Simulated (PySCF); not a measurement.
# One molecule, several mistakes: AlBGeH4N cation

All numbers below are calculated, not measured. They come from PySCF 2.14.0, an open-source quantum chemistry program, on an isolated molecule that a program drew, which may never have been made. The molecule is AlBGeH4N cation (charge +1, singlet), drawn as the SMILES string `[BH2][Al]=[N][GeH2+]`.

Each row is a Hartree-Fock (HF) and frozen-core CCSD(T) single point in the cc-pV(D+d)Z basis, meant for a local HF minimum. Run 1 is clean. Each other run has one planted mistake out of seven kinds, and not every kind appears here: one electron removed, one electron added, multiplicity raised by two, geometry at a saddle point, minimal basis STO-3G, one bond length entered in bohr, all coordinates scaled. The reference is restricted for singlets and unrestricted otherwise, and also for a bond in bohr. Adding or removing an electron swaps singlet and doublet. Electrons count all cores. HOMO and LUMO are orbital energies over both spins, the gradient is its largest component, and the lowest frequency (negative if imaginary) is given only where the gradient is small. Bond lengths are over the 7 bonds as drawn. T1 is the CCSD diagnostic: over 0.02 (restricted) or 0.045 (unrestricted) a single reference is doubtful. Germanium has the cc-pVDZ-PP basis, with a core potential (ECP10MDF) in place of its 10 inner electrons, and its 3s, 3p and 3d shells are frozen in CCSD(T).

Geometry of the clean run:
```xyz
8
AlBGeH4N cation, angstrom
B     2.5405   -0.1430   -0.7187
Al    0.6296   -0.1094    0.2791
N    -0.8474   -0.0834    1.0508
Ge   -2.3431   -0.0568    1.8324
H     2.9978    0.8841   -1.1081
H     3.0929   -1.1877   -0.8564
H    -2.4447    0.1262    3.3326
H    -3.6374   -0.2151    1.0617
```

| run | electrons | basis functions | <S^2> | HOMO (eV) | LUMO (eV) | gradient (hartree/bohr) | lowest frequency (cm^-1) | mean bond (Å) | longest bond (Å) | T1 | HF (hartree) | CCSD(T) (hartree) | mistake |
|---|---|---|---|---|---|---|---|---|---|---|---|---|---|
| 1 | 60 | 94 | 0.000 | -14.88 | -3.99 | 1.2e-05 | 49 | 1.5599 | 2.156 | 0.0199 | -616.48111 | -616.90628 | no fault |
| 2 | 61 | 94 | 0.843 | -4.86 | -0.17 | 6.3e-02 | - | 1.5599 | 2.156 | 0.0301 | -616.63516 | -617.08420 | one electron added |
| 3 | 60 | 94 | 0.000 | -14.02 | -3.92 | 5.0e-02 | - | 1.7034 | 2.354 | 0.0265 | -616.42284 | -616.87053 | all coordinates scaled |
| 4 | 59 | 94 | 0.762 | -20.69 | -10.68 | 7.4e-02 | - | 1.5599 | 2.156 | 0.0228 | -616.02761 | -616.39908 | one electron removed |
| 5 | 60 | 94 | 0.705 | -14.16 | -4.27 | 2.0e-02 | - | 1.7112 | 2.248 | 0.0656 | -616.35905 | -616.78341 | ? |

**Which mistake was planted in run 5, and what did it cost?**

The mean bond changes by a factor of 1.097 and the longest by 1.043, so the molecule wasn't scaled as a whole. A length L in bohr read as angstrom grows by (1/0.5292 - 1) L = 0.890 L. The 7 bonds together grew by 7 x 0.1513 = 1.059 Å, which gives L = 1.190 Å. That is the length of one of the B-H bonds, 1.190 Å in the clean geometry. So the mistake is: one bond length entered in bohr. Subtracting run 1 and multiplying by 627.51 kcal/mol a hartree, the energy moved by 76.6 kcal/mol in HF and 77.1 kcal/mol in CCSD(T).

Cautions from the logs. Run 3: T1 is over the limit, so its CCSD(T) energy is less reliable; run 5: T1 is over the limit, so its CCSD(T) energy is less reliable.
